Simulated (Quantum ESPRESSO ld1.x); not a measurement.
Problem. The table gives one normalised radial function P(r) = r R(r) of Ar8+ in [Ne] (r in bohr). All-electron calculation, scalar-relativistic Kohn-Sham, PBE, spin-unpolarised, spherical densities, point nucleus. Program: ld1.x of Quantum ESPRESSO 7.5.

r	P
0.005548	0.0058
0.006776	0.0085
0.008276	0.0124
0.01011	0.0181
0.01225	0.0260
0.01496	0.0377
0.01827	0.0544
0.02214	0.0770
0.02704	0.1097
0.03303	0.1549
0.04002	0.2135
0.04888	0.2946
0.0597	0.4001
0.07292	0.5332
0.08836	0.6879
0.1079	0.8739
0.1318	1.0758
0.1597	1.2685
0.1951	1.4435
0.2383	1.5608
0.2887	1.5900
0.3526	1.5131
0.4307	1.3264
0.526	1.0552
0.6374	0.7603
0.7785	0.4723
0.9509	0.2485
1.152	0.1106
1.407	0.0372

Which n and l does it have? It may be an empty orbital.

Solution. n = 2, l = 1: the number of nodes gives n - l - 1 = 0, the rise at small r (about r^(l+1)) gives l, and the extent must fit the shell. The curve is that of 2p. 2p: eigenvalue -395.36 eV, 0 radial nodes, <r> = 0.370 bohr, 90 % of the charge inside 0.610 bohr.
